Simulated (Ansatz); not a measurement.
`[NH2][W](=[O])(=[O])[F]`, charge 0, multiplicity 1.

Task: Give a relaxed structure at PBE0-D4/def2-TZVP (Ansatz 0.2.0). (Estimate.)

Result: Computed: 
Z-matrix (Å, degrees):
```
W
O 1 1.703
O 1 1.703 2 110.3
N 1 1.929 2 107.7 3 117.3
F 1 1.865 2 109.9 3 -121.4
H 4 1.010 1 123.3 2 22.2
H 4 1.010 1 123.3 2 -141.2
```
Point group Cs.
